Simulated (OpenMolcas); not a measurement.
# Lines of neutral tellurium: computed and rescaled rates

* Program: OpenMolcas
* Method: SS-RASPT2, IPEA 0.25 Eh, imaginary shift 0.1 Eh (closed shells correlated: 4d 5s)
* Basis: ANO-R3 [8s7p5d4f3g2h]
* Scalar Hamiltonian: X2C, finite nucleus
* Active space: 4 electrons in 9 orbitals (RAS2 5p; RAS3 5d 6s, at most 1 electron)
* State averaging: 2S+1 = 3 even, 3 roots; 2S+1 = 1 even, 6 roots; 2S+1 = 5 odd, 1 root; 2S+1 = 3 odd, 9 roots; 2S+1 = 1 odd, 8 roots
* Spin-orbit coupling: state interaction with AMFI integrals over the reference wave functions, term energies averaged over their components

Rates come from the transition moments of the reference wave functions (E1 and E2 in the length form). At fixed line strength A goes as λ^-3 for E1 and M1 and as λ^-5 for E2, so a rate at the computed wavelength can be rescaled to the measured one. Measured vacuum wavelengths follow from level energies in NIST Handbook of Basic Atomic Spectroscopic Data. Branching counts decays inside the model space alone, at computed energies, and the table is only a selection of the E2 and M1 lines, drawn from those between levels with measured partners whose computed energy lies within a factor of 1.5 of the measured one.

```
      Upper        Lower  Type  λ computed (nm)  λ measured (nm)  A computed (s-1)  A rescaled (s-1)  Branching %
5s² 5p⁴ ¹S₀  5s² 5p⁴ ³P₁    M1            467.2            542.1          3.39e+01                           73.0
5s² 5p⁴ ¹S₀  5s² 5p⁴ ¹D₂    E2            649.4            791.1          1.02e+01          3.80e+00         21.9
5s² 5p⁴ ¹D₂  5s² 5p⁴ ³P₂    M1            970.6            947.2          2.74e+00                           91.2
5s² 5p⁴ ¹S₀  5s² 5p⁴ ³P₂    E2            389.1            431.1          2.34e+00                            5.0
5s² 5p⁴ ³P₁  5s² 5p⁴ ³P₂    M1             2326             2105          1.68e+00          2.27e+00         99.8
5s² 5p⁴ ¹D₂  5s² 5p⁴ ³P₁    M1             1666             1722          1.93e-01                            6.4
5s² 5p⁴ ¹D₂  5s² 5p⁴ ³P₂    E2            970.6            947.2          6.98e-02                            2.3
5s² 5p⁴ ³P₀  5s² 5p⁴ ³P₂    E2             2094             2125          8.56e-03          7.95e-03         60.9
```

Spin-changing lines and M1 lines between different terms are not rescaled, since their strength hangs on the term gaps too.

The largest correction is for 5s² 5p⁴ ¹S₀ → 5s² 5p⁴ ¹D₂ (E2): 1.02e+01 × (649.4 / 791.1)^5 = 3.80e+00 s-1, a factor of 0.37.

The computed order of these levels differs from the measured one in 1 place, and where term gaps are wrong the rates of spin-changing lines can be off by large factors.

No measured rate stands beside these. Rescaling mends the energy factor alone: line strengths can still be far off where a level mixes with configurations outside the active space, and weak or spin-changing lines hang on small mixing coefficients that depend on the term gaps too, so rescaling need not improve them.

CASPT2 breaks the degeneracy within a term, and the mean is taken; among the terms shown or strongly mixed into the levels shown the widest spread is 93 cm-1 (5s² 5p⁴ ¹D). With the s shell closed, the reference lacks s² → p² mixing. No level of 5s² 5p³ 5d was computed, though it lies in the active space. Computed and measured levels are paired by configuration, term and J; levels that our copy of the source lacks, or whose pairing is in doubt (as where it misses far off the trend of its configuration), stay unpaired. Levels of configurations outside the active space are missing.
